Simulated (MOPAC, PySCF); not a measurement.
C4H5NS, SMILES `Nc1ccsc1`, neutral singlet in the gas phase. 

Cartesian coordinates (Å):
```xyz
11

N     -1.8043    -0.3382    -0.2084
C     -0.4751     0.0510    -0.0169
C      0.6269    -0.7812    -0.3854
C      1.8332    -0.1822    -0.1779
S      1.6593     1.4007     0.4573
C     -0.0595     1.2662     0.4621
H     -2.4743     0.1927     0.3268
H     -1.9613    -1.3288    -0.1003
H      0.5129    -1.7760    -0.7938
H      2.8123    -0.5882    -0.3707
H     -0.6701     2.0841     0.8073
```
Charge 0, multiplicity 1.

All levels are single points at this geometry (B3LYP-D3(BJ)/def2-TZVP); Pople sets use spherical d functions. Orbital energies aren't observables, and empty levels follow the basis.

```
level                            HOMO (eV)  LUMO (eV)  gap (eV)  dipole (D)  vertical IE, Delta-SCF (eV)
-------------------------------  ---------  ---------  --------  ----------  ---------------------------
B3LYP-D3(BJ)/def2-TZVP in PySCF      -5.60      -0.33      5.28        1.83                         7.77
PBE-D3(BJ)/def2-TZVP in PySCF        -4.74      -0.97      3.76        1.88                            –
B3LYP/6-311+G** in PySCF             -5.67      -0.42      5.25        1.75                            –
B3LYP/6-31G* in PySCF                -5.27       0.13      5.40        1.98                         7.55
BP86/6-31G* in PySCF                 -4.48      -0.65      3.83        2.04                            –
HF/3-21G in PySCF                    -8.06       3.75     11.81        2.24                            –
HF/STO-3G in PySCF                   -5.86       7.41     13.27        1.28                            –
AM1 in MOPAC                         -8.41       0.25      8.66        1.48                            –
PM3 in MOPAC                         -8.49      -0.12      8.37        1.67                            –
```
